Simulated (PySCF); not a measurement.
## Löwdin shares of the frontier orbitals

Compound: C9H9F.
Z-matrix (Å and degrees, PBE0-D3(BJ)/def2-SVP geometry), rows numbered from 1:
```
C 
C   1  1.3337
C   2  1.4983  1  125.19
C   3  1.5113  2  113.09  1   121.15
C   4  1.3980  3  121.37  2   129.04
C   5  1.3936  4  121.36  3   179.22
C   6  1.3881  5  118.82  4     0.11
F   7  1.3327  6  119.31  5   179.88
C   7  1.3901  6  121.42  5     0.07
C   9  1.3913  7  118.88  6    -0.03
H   1  1.0952  2  121.45  3     0.35
H   1  1.0930  2  121.51  3  -179.96
H   2  1.0973  1  119.22  3   179.04
H   3  1.1032  2  109.45  1  -117.65
H   3  1.1037  2  109.34  1    -1.50
H   5  1.0935  4  119.47  3    -0.75
H   6  1.0915  5  121.75  4   179.93
H   9  1.0916  7  119.36  6   179.79
H  10  1.0932  4  119.22  3     1.25
```

Computed, not measured: TDDFT CAM-B3LYP/def2-SVPD, vertical, gas phase, core orbitals frozen in the response (PySCF 2.14.0, density-fitted response routines).

Kohn–Sham orbitals with the atoms that hold most of them (Löwdin shares over 4%, at most four atoms; ? is withheld):

```
orbital  ε (eV)                            atoms
 LUMO+2    1.37   C2 19%, C1 19%, C5 10%, H14 7%
 LUMO+1    0.77   C4 17%, C7 17%, C10 11%, C6 9%
   LUMO    0.43  C5 17%, C9 16%, C6 16%, C10 16%
   HOMO       ?                                ?
 HOMO-1   -8.82                                ?
 HOMO-2   -9.10     C1 33%, C2 31%, C3 7%, C4 4%
 HOMO-3  -11.19     C4 10%, C5 9%, C10 9%, C2 8%
```

(1) Which atoms hold the HOMO, and with what shares?

(2) Which atoms hold the HOMO-1, and with what shares?

(3) What is the HOMO energy, and the HOMO–LUMO gap?

Results:

(1) C4 (bonded to 3 C) 21%; C7 (bonded to 2 C and F) 18%; C6 (bonded to 2 C and H) 10%; C10 (bonded to 2 C and H) 10%.

(2) C9 (bonded to 2 C and H) 22%; C5 (bonded to 2 C and H) 19%; C10 (bonded to 2 C and H) 17%; C6 (bonded to 2 C and H) 16%.

(3) ε(HOMO) = -8.18 eV; the gap is 8.61 eV (0.3165 hartree).

Q: How does S1 compare with the orbital gap of 8.61 eV?

A: S1 is at 5.27 eV (f = 0.022), 3.34 eV below the gap, made of HOMO→LUMO (71%), HOMO-1→LUMO+1 (21%). Without the coupling terms of the response equations the lowest excitation would equal the gap.

Next come S2 at 6.03 eV (f 0.043), HOMO→LUMO+1 (64%), HOMO-1→LUMO (29%); S3 at 6.74 eV (f 0.632), HOMO-1→LUMO (37%), HOMO→LUMO+1 (23%), HOMO→LUMO+2 (23%); S4 at 6.92 eV (f 0.258), HOMO-1→LUMO+1 (46%), HOMO→LUMO (18%), HOMO-2→LUMO (12%); S5 at 6.97 eV (f 0.150), HOMO→LUMO+2 (40%), HOMO→LUMO+3 (23%), HOMO-1→LUMO (14%).

One conformer stands for the species.
